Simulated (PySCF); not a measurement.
Species: C₆H₈O₂S.
Atom-mapped SMILES: `[O:1]=[CH:2][O:3][C@@H:4]1[CH2:5][CH2:6][C:7](=[S:8])[CH2:9]1`

Structure used (GFN2-xTB), in Å, numbered top down from 1:
```xyz
17
C6H8O2S angstrom
O      2.9130   -0.8087   -0.8285
C      2.5339   -0.6033    0.2858
O      1.4023   -0.0252    0.6419
C      0.5281    0.4056   -0.4148
C     -0.4891    1.3724    0.1918
C     -1.5341    0.4509    0.8230
C     -1.5162   -0.7890   -0.0131
S     -2.6080   -1.9790    0.0525
C     -0.3232   -0.7647   -0.9171
H      3.0955   -0.8686    1.1978
H      1.1427    0.8457   -1.2065
H     -0.0204    2.0351    0.9160
H     -0.9336    1.9706   -0.6037
H     -1.2384    0.1796    1.8404
H     -2.5302    0.8886    0.8796
H      0.2170   -1.7121   -0.9093
H     -0.6462   -0.5860   -1.9458
```

NICS is the negative of the GIAO shielding at a point without a nucleus: at the ring centre (0) and 1 Å above and below it (1); zz is the component along the ring normal. Level: GIAO PBE0/pcSseg-1 (PySCF, non-relativistic, gas phase) on the GFN2-xTB geometry, one conformer.

Ring bond lengths (Å), with Mayer bond orders in brackets: C4–C5 1.529 (1.03), C5–C6 1.530 (1.00), C6–C7 1.496 (0.97), C7–C9 1.497 (0.94), C9–C4 1.532 (0.99).

Problem. Give the NICS values of each ring in ppm.

Solution. 
```csv
ring,type,NICS(0),"NICS(1), two faces","NICS(1)zz, two faces",rms pucker (Å),"centre to ring atoms, mean (Å)"
C4–C5–C6–C7–C9,5-membered carbocycle; formal bonds all single,3.6,-2.4 / -1.6,-3.4 / -2.2,0.16,1.27
```

Problem. What do they say, and how far can they be read as aromaticity?

Solution. 
- C4–C5–C6–C7–C9: mean NICS(1)zz -2.8 ppm, near zero. C4, C5, C6, C9 have four or more neighbours, and the NICS criterion for π rings isn't applied. NICS(0) lies 6 ppm above the mean NICS(1).

Problem. What is the mean of the two in-plane components of NICS at the second NICS(1) probe listed for ring C4–C5–C6–C7–C9, 1 Å off the ring?

Solution. The isotropic value is a third of the trace: (3 × -1.6 − (-2.2))/2 = -1.3 ppm.
